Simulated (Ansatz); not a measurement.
Species: sum formula GaH2Cl, net charge 0, singlet state. 
Structure (B3LYP-D3(BJ)/def2-TZVP (Ansatz, a first-principles code) minimum search):
SMILES: [Cl][GaH2]
```xyz
4

Cl     1.3067    -0.6404     0.0485
Ga    -0.6373     0.3123    -0.0237
H     -0.6084     1.8689    -0.0295
H     -1.8488    -0.6647    -0.0617
```
Charge 0, spin multiplicity 1.

Wanted: vertical triplet-singlet gap (E(triplet) - E(singlet); each state is the SCF solution reached for its spin; for the triplet the Hartree-Fock reference is unstable and T1 is 0.031), in eV. Valence correlation only, unless marked. UHF or UKS for open shells. No spin-orbit coupling. The frozen core is the preceding noble-gas configuration, with the filled d and f shells of earlier blocks. No relativistic terms.  The program attaches cautions to a run behind CCSD/def2-QZVPPD: other roots. The program attaches cautions to a run behind CCSD(T)/def2-SVPD: other roots. The program attaches cautions to a run behind CCSD(T)/def2-TZVPPD: other roots. The program attaches cautions to a run behind CCSD(T)/def2-QZVPPD: other roots.

```csv
level,program,vertical triplet-singlet gap (eV)
SVWN5/def2-TZVPD,Ansatz,4.47
PBE/def2-TZVPD,Ansatz,4.53
B3LYP/def2-TZVPD,Ansatz,4.89
PBE0/def2-TZVPD,Ansatz,4.90
BHLYP/def2-TZVPD,Ansatz,5.31
CAM-B3LYP/def2-TZVPD,Ansatz,5.15
wB97M-V/def2-TZVPD,Ansatz,5.29
wB97X-V/def2-TZVPD,Ansatz,5.45
B2PLYP/def2-TZVPD,Ansatz,5.16
RI-MP2/def2-QZVPPD,Ansatz,6.18
CCSD/def2-QZVPPD,Ansatz,5.51
CCSD(T)/def2-SVPD,Ansatz,5.35
CCSD(T)/def2-TZVPPD,Ansatz,5.38
CCSD(T)/def2-QZVPPD,Ansatz,5.39
```
